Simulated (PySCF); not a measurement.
**Worked example: dipole moment from atomic charges**

Ge(F)3(SiH3) (F3GeH3Si), SMILES [F][Ge]([F])([F])[SiH3]. Atoms are numbered in the order given.

```xyz
8

F      1.3727    -0.7925    -1.0015
Ge     0.0000     0.0000    -0.3034
F      0.0000     1.5851    -1.0015
F     -1.3727    -0.7925    -1.0015
Si     0.0000     0.0000     2.0843
H      1.2289     0.7095     2.5229
H      0.0000    -1.4190     2.5229
H     -1.2289     0.7095     2.5229
```
Charge 0, spin multiplicity 1.

Geometry optimised at B3LYP-D3(BJ)/def2-SVP. This is a generated structure with no PubChem entry under its InChIKey; it may be hypothetical.

Charges (e) from PySCF with r2SCAN/def2-TZVP:

```json
[
 {"atom": "F1", "Mulliken": "-0.355", "ESP fit": "-0.271"},
 {"atom": "Ge2", "Mulliken": "1.006", "ESP fit": "0.713"},
 {"atom": "F3", "Mulliken": "-0.355", "ESP fit": "-0.271"},
 {"atom": "F4", "Mulliken": "-0.355", "ESP fit": "-0.271"},
 {"atom": "Si5", "Mulliken": "0.035", "ESP fit": "-0.008"},
 {"atom": "H6", "Mulliken": "0.009", "ESP fit": "0.036"},
 {"atom": "H7", "Mulliken": "0.009", "ESP fit": "0.036"},
 {"atom": "H8", "Mulliken": "0.009", "ESP fit": "0.036"}
]
```

The dipole moment of the full density is 4.07 D.

**Question.** What dipole moment does each set of point charges give, and which comes closer to that of the density?

**Answer.** 
μ = Σ q r, and 1 e Å = 4.8032 D.
Mulliken: Σ q r = (0.000, 0.000, 0.902) e Å, |μ| = 4.33 D.
ESP fit: Σ q r = (0.000, 0.000, 0.854) e Å, |μ| = 4.10 D.
ESP fit comes closer in size. Point charges leave out the atoms' own dipoles (lone pairs, polarised bonds); fits to the potential absorb them, partitions of the density don't.
